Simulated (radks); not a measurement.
Results of a calculation; reference values are marked as such.
These are the eigenvalues of the occupied orbitals of an atom or ion with whole-number occupations (eV). Code: a radial shooting solver on a logarithmic mesh with Libxc functionals. Model: Dirac Kohn-Sham, PBE, spin-unpolarised, spherical densities, finite nucleus; Fermi nuclear charge, rms radius of each element as measured or else 0.836 A^(1/3) + 0.57 fm.

1s1/2: -14153.16
2s1/2: -1863.488
2p1/2: -1684.000
2p3/2: -1630.171
3s1/2: -263.8454
3p1/2: -200.4687
3p3/2: -192.5527
3d3/2: -82.1388
3d5/2: -80.8365
4s1/2: -23.0402
4p1/2: -9.6775
4p3/2: -9.0413

Which element is it, and in what charge state? The configuration may be excited. Open shells, if any, fill j = l - 1/2 first.

Answer. Z = 36, krypton, charge 0: Kr in [Kr]. The list shows which subshells hold electrons but not how many an open one holds; the 1s level, -520.12 hartree, gives Z - s = 32.3 by -(Z - s)^2/2, which with screening and relativity narrows Z to a few neighbours, and the depths of the outer levels then fix element, charge and occupations together.
